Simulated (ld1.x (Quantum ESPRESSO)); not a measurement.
What one change does to a pseudopotential (nitrogen, PAW)

nitrogen (N), PAW, made with ld1.x (Quantum ESPRESSO) 7.5 (PBE, scalar-relativistic). Core [He], reference 2s2 2p3. Waves: 2s (bound): rcut 0.90, rcutus 1.05 bohr; 2s channel at -0.8 Ry: rcut 0.90, rcutus 1.05 bohr; 2p (bound): rcut 1.30, rcutus 1.80 bohr; 2p channel at -0.1 Ry: rcut 1.30, rcutus 1.80 bohr; 3d channel at -0.1 Ry: rcut 1.95, rcutus 2.10 bohr; 3d channel at 1.4 Ry: rcut 1.95, rcutus 2.10 bohr. Local part: all-electron potential smoothed inside 2.00 bohr (lloc = -1). Core correction: a·sin(br)/r model core, default radius (ld1.x builds one for every PAW set, though the input has nlcc=.false.). Augmentation charge: PSQ, radius 0.65 bohr.

Change: augmentation BESSEL, radius 0.75 bohr.

Cutoffs: the cutoffs (Ry, on a coarse ladder) from which the occupation-weighted sum of valence levels, in a spherical-Bessel basis at the reference potential, stays within 10 and 1 mRy of its value at 400 Ry; they do not see the model core or the augmentation charge, which bear on the density cutoff. Errors are all-electron minus pseudo energies relative to the spin-unpolarised reference configuration.

Q: Predict the effect on cutoff, ghosts and configuration errors.

A: The potential gets neither clearly harder nor softer (21 Ry and 35 Ry → 21 Ry and 35 Ry); the number of tests with a reliable result goes from 7 to 2 (the test run of the changed file stopped, so its transferability is not established); neither file shows a bound ghost.

| quantity | base | changed |
| --- | --- | --- |
| cutoff, loose | 21 Ry | 21 Ry |
| cutoff, tight | 35 Ry | 35 Ry |
| bound ghosts | none | none |
| tests with a reliable result | 7 of 7 | 2 of 7 (the test run stopped) |
| error for 2s2 2p2, meV [ΔE 13.59 eV] | -0.6 | -2.9 |
| error for 2s2 2p1, meV [ΔE 42.45 eV] | -2.0 | -18 |
| s: phases at 2.31 bohr within 0.05 rad from the reference energy up to (Ry; the scan ends near 5) | to the end of the scan | to the end of the scan |
| p: phases at 2.31 bohr within 0.05 rad from the reference energy up to (Ry; the scan ends near 5) | to the end of the scan | to the end of the scan |
| d: phases at 2.31 bohr within 0.05 rad from the reference energy up to (Ry; the scan ends near 5) | to the end of the scan | to the end of the scan |
| lowest overlap eigenvalue by channel | s 0.37, p 0.93, d 0.97 | s 0.37, p 0.93, d 0.97 |
